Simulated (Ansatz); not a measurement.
`C[Si](O)(F)Cl` + `O[SiH2][TeH]` → `O[Si](F)(Cl)[TeH]` + `C[SiH2]O`  (redistribution)

Gas-phase electronic energies from Ansatz, PBE0-D4/def2-TZVP geometries. CCSD(T)/CBS is the MP2 limit (def2-TZVPP, def2-QZVPP) plus CCSD(T) − MP2 in def2-TZVPP, frozen cores. This one scheme is used for every species. Functionals use def2-TZVPP. B3LYP here is the variant with VWN-RPA as its local correlation; programs differ in this. HSE06 is defined as in plane-wave codes. def2 core potentials past Kr. For Te outer-core shells are correlated without core-valence functions, which leaves a few kJ/mol of doubt a bond. Each species was taken in one conformer, which may not be the lowest.

```json
{"level": "PBE-D4", "ΔE (kcal/mol)": "6.6", "difference from CCSD(T)/CBS": "0.0"}
{"level": "revPBE-D4", "ΔE (kcal/mol)": "6.3", "difference from CCSD(T)/CBS": "-0.3"}
{"level": "BLYP-D4", "ΔE (kcal/mol)": "6.3", "difference from CCSD(T)/CBS": "-0.3"}
{"level": "B97M-V", "ΔE (kcal/mol)": "6.6", "difference from CCSD(T)/CBS": "0.0"}
{"level": "CAM-B3LYP-D4", "ΔE (kcal/mol)": "6.9", "difference from CCSD(T)/CBS": "0.3"}
{"level": "ωB97X-V", "ΔE (kcal/mol)": "6.9", "difference from CCSD(T)/CBS": "0.3"}
{"level": "B2PLYP", "ΔE (kcal/mol)": "7.0", "difference from CCSD(T)/CBS": "0.4"}
{"level": "revPBE", "ΔE (kcal/mol)": "6.8", "difference from CCSD(T)/CBS": "0.2"}
{"level": "B3LYP", "ΔE (kcal/mol)": "7.2", "difference from CCSD(T)/CBS": "0.6"}
{"level": "r2SCANh", "ΔE (kcal/mol)": "7.2", "difference from CCSD(T)/CBS": "0.6"}
{"level": "HSE06", "ΔE (kcal/mol)": "7.2", "difference from CCSD(T)/CBS": "0.6"}
{"level": "LC-ωPBE", "ΔE (kcal/mol)": "7.2", "difference from CCSD(T)/CBS": "0.6"}
{"level": "HF/def2-SVP", "ΔE (kcal/mol)": "9.2", "difference from CCSD(T)/CBS": "2.6"}
{"level": "MP2/def2-SVP", "ΔE (kcal/mol)": "8.1", "difference from CCSD(T)/CBS": "1.5"}
{"level": "HF/def2-TZVPP", "ΔE (kcal/mol)": "8.0", "difference from CCSD(T)/CBS": "1.4"}
{"level": "MP2/CBS(def2)", "ΔE (kcal/mol)": "6.3", "difference from CCSD(T)/CBS": "-0.3"}
{"level": "CCSD(T)/CBS", "ΔE (kcal/mol)": "6.6", "difference from CCSD(T)/CBS": "0"}
```

Largest T1 diagnostic among the species: 0.011.

In def2-TZVPP, CCSD(T) changes the Hartree–Fock value by −1.0 kcal/mol (the triples alone add −0.2 kcal/mol) and MP2 by −1.3 kcal/mol. Leaving LDA and LC-ωPBE aside and taking each functional with its dispersion term where it has one, the values, not all of them listed here, spread over 1.0 kcal/mol, from BLYP-D4 to r2SCAN0-D4. At CCSD(T), def2-SVP lies +1.5 kcal/mol from the extrapolated value and def2-TZVPP +0.4 kcal/mol.
